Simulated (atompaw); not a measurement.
## Cutoff test, arsenic (As), PAW (atompaw)

* Element: As (Z = 33)
* Generator: atompaw 4.2.0.5
* Type: PAW
* Functional: PBEsol
* Relativity: scalar-relativistic
* Frozen core: [Ar]
* Valence charge: 15
* Reference configuration: 3d10 4s2 4p1 (charge +2)
* Partial waves: 4s (bound): rc 1.60 bohr; 4s channel at -1.8 Ry: rc 1.60 bohr; 4p (bound): rc 2.00 bohr; 4p channel at -1.35 Ry: rc 2.00 bohr; 3d (bound): rc 0.80 bohr; 3d channel at -3.65 Ry: rc 0.80 bohr
* Local potential: bessel scheme, radius 1.60 bohr
* Core correction: smooth core density matched at 1.10 bohr
* Augmentation charge: gaussian compensation charge, radius 1.95 bohr; PAW radius 2.00 bohr; waves and projectors: custom polynom vanderbiltortho

The pseudo-atom Hamiltonian at the reference potential is diagonalised in spherical Bessel functions j_l(qr) that vanish at 20 bohr, with q² up to the cutoff. All-electron valence levels (Ry): 4s -2.4615, 4p -1.6682, 3d -4.5537.

**Question.** How do the lowest levels (Ry) of each channel move with the cutoff, and are there ghosts?

**Answer.**

| cutoff (Ry) | s #1 | p #1 | p #2 | d #1 | d #2 | f #1 | Σ f·Δε (mRy) |
| --- | --- | --- | --- | --- | --- | --- | --- |
| 8 | -2.4081 | -1.6663 | -0.5746 | -0.8745 | -0.3629 | -0.2958 | 36899.7 |
| 15 | -2.4504 | -1.6679 | -0.5756 | -1.0037 | -0.3980 | -0.2963 | 35521.5 |
| 25 | -2.4610 | -1.6682 | -0.5756 | -1.2061 | -0.4447 | -0.2963 | 33476.1 |
| 35 | -2.4612 | -1.6682 | -0.5756 | -1.5241 | -0.5020 | -0.2963 | 30295.7 |
| 50 | -2.4615 | -1.6682 | -0.5756 | -2.4089 | -0.6029 | -0.2963 | 21447.7 |
| 70 | -2.4615 | -1.6682 | -0.5756 | -3.5658 | -0.6794 | -0.2963 | 9878.4 |
| 100 | -2.4615 | -1.6682 | -0.5756 | -4.3675 | -0.7166 | -0.2963 | 1860.9 |
| 140 | -2.4615 | -1.6682 | -0.5756 | -4.5436 | -0.7238 | -0.2963 | 100.0 |
| 180 | -2.4615 | -1.6682 | -0.5756 | -4.5469 | -0.7239 | -0.2963 | 66.7 |
| 260 | -2.4615 | -1.6682 | -0.5756 | -4.5530 | -0.7242 | -0.2963 | 6.5 |
| 400 | -2.4615 | -1.6682 | -0.5756 | -4.5536 | -0.7242 | -0.2963 | 0.0 |

Result: no extra level below or beside the all-electron valence levels (s, p, d, f tested); 10 mRy is reached at 260 Ry and 1 mRy at over 300 Ry.
